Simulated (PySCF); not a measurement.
Numbering as in the mapped SMILES `[CH:1]#[C:2][C@@:3]12[CH:4]=[CH:5][C@@H:6]1[C:7]([C:8]([F:9])([F:10])[F:11])=[CH:12]2`. Each H is labelled by its parent atom.

PySCF 2.14.0 with density-fitted response routines calculation with GFN2-xTB geometry and PBE0/pcSseg-1 with gauge-including orbitals; equivalent nuclei averaged, no relativistic terms, a single conformation, no solvent model.

Shifts are taken against calculated references (same method and geometry level): $^{13}$C and $^{1}$H vs TMS; CFCl3 for $^{19}$F.

```json
{"atoms": "C7", "nucleus": "$^{13}$C", "count": "1", "Hirshfeld charge": "-0.04", "δ (ppm)": "155.8"}
{"atoms": "C8", "nucleus": "$^{13}$C", "count": "1", "Hirshfeld charge": "0.26", "δ (ppm)": "130.5"}
{"atoms": "H(C5)", "nucleus": "$^{1}$H", "count": "1", "Hirshfeld charge": "0.06", "δ (ppm)": "7.11"}
{"atoms": "C12", "nucleus": "$^{13}$C", "count": "1", "Hirshfeld charge": "-0.02", "δ (ppm)": "?"}
{"atoms": "H(C1)", "nucleus": "$^{1}$H", "count": "1", "Hirshfeld charge": "0.09", "δ (ppm)": "?"}
{"atoms": "C4", "nucleus": "$^{13}$C", "count": "1", "Hirshfeld charge": "-0.04", "δ (ppm)": "?"}
{"atoms": "C2", "nucleus": "$^{13}$C", "count": "1", "Hirshfeld charge": "-0.05", "δ (ppm)": "?"}
{"atoms": "C1", "nucleus": "$^{13}$C", "count": "1", "Hirshfeld charge": "-0.11", "δ (ppm)": "?"}
{"atoms": "H(C6)", "nucleus": "$^{1}$H", "count": "1", "Hirshfeld charge": "0.06", "δ (ppm)": "4.08"}
{"atoms": "H(C12)", "nucleus": "$^{1}$H", "count": "1", "Hirshfeld charge": "0.07", "δ (ppm)": "7.21"}
{"atoms": "C3", "nucleus": "$^{13}$C", "count": "1", "Hirshfeld charge": "0.02", "δ (ppm)": "48.8"}
{"atoms": "C5", "nucleus": "$^{13}$C", "count": "1", "Hirshfeld charge": "-0.04", "δ (ppm)": "155.3"}
{"atoms": "C6", "nucleus": "$^{13}$C", "count": "1", "Hirshfeld charge": "-0.02", "δ (ppm)": "57.3"}
{"atoms": "H(C4)", "nucleus": "$^{1}$H", "count": "1", "Hirshfeld charge": "0.06", "δ (ppm)": "6.85"}
{"atoms": "F9/F10/F11", "nucleus": "$^{19}$F", "count": "3", "Hirshfeld charge": "-0.10", "δ (ppm)": "-84.4"}
```

Q: Fill in the missing shifts.

A: 
- C12: 157.5 ppm, alkene CH; the olefinic region
- C4: 153.6 ppm, alkene CH; an sp2 carbon of a C=C bond
- C1: 84.8 ppm, terminal alkyne carbon; the triple bond shields along its axis, which puts it between sp3 and sp2 carbons
- C2: 81.7 ppm, alkyne carbon; sp carbons lie upfield of alkene carbons because the cylindrical π system leaves one tensor component strongly shielded
- H(C1): 2.19 ppm, hydrogen on a terminal alkyne carbon; it lies on the axis of the triple bond, in its shielding cone

Shifts are as computed. Against solution values, carbons near 30 ppm lie about +3 ppm off and those near 130 ppm about +5 ppm. Of 1211 compounds with measured shifts, 218 miss one by over three times the rms of a fit or turn the order of signals round; such compounds aren't used in these exercises. Unscaled 19F shifts against computed CFCl3 carry errors that often reach 10 to 50 ppm.
